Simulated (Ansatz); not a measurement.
System: sum formula BNHCl$_{2}$, net charge 0, doublet state. It need not be the lowest isomer of its formula. SMILES: [NH]B(Cl)Cl
Coordinates optimised at B3LYP-D3(BJ)/def2-TZVP (Ansatz, an electronic-structure program):
```xyz
5

B     -0.3687    -0.0791     0.0496
Cl     0.1698     1.5993     0.0385
Cl     0.7860    -1.3948    -0.1583
N     -1.7338    -0.3646     0.1179
H     -2.2674    -0.5300     0.9640
```
Charge 0, spin multiplicity 2.

Atomisation energy built up term by term with Ansatz (kcal/mol; UHF references for open shells; valence terms freeze the core; atomic spin-orbit terms are left out). CBS(X,Y): correlation extrapolated as X^-3; Hartree-Fock from the larger set.

```csv
term,basis,kcal/mol
Hartree-Fock,cc-pV(Q+d)Z,285.39
CCSD correlation,"CBS(cc-pV(T+d)Z,cc-pV(Q+d)Z)",…
(T),"CBS(cc-pV(T+d)Z,cc-pV(Q+d)Z)",…
core correlation,cc-pwCVTZ,2.19
scalar relativity (X2C),cc-pVTZ-DK against cc-pVTZ,-0.69
sum: De,,…
```

Q: What belongs in the gaps?

A: 
- CCSD correlation, kcal/mol: 102.23
- (T), kcal/mol: 10.35
- sum: De, kcal/mol: 399.5
